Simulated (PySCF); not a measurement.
Be(H)(Me) (CH4Be), SMILES [BeH][CH3]. Heavy atoms are numbered as in [BeH:1][CH3:3]. Hydrogens are named by the atom that carries them.

Coordinates come from a PBE0-D3(BJ)/def2-TZVPD optimisation.

All values below come from KT2/pcSseg-2 in PySCF.

GIAO shieldings, no solvent; atoms alike by connectivity are averaged. δ = σ(ref) − σ: ¹H against TMS (σ = 31.47 ppm); ¹³C against TMS (σ = 184.2 ppm), references at their B3LYP-D3(BJ)/def2-TZVP geometries, non-relativistic.

Computed chemical shifts:
```csv
nucleus,atoms,count,δ (ppm)
¹H,H on Be1,1,3.39
¹H,H on C3,3,-0.58
¹³C,C3 (CH3),1,-10.0
```
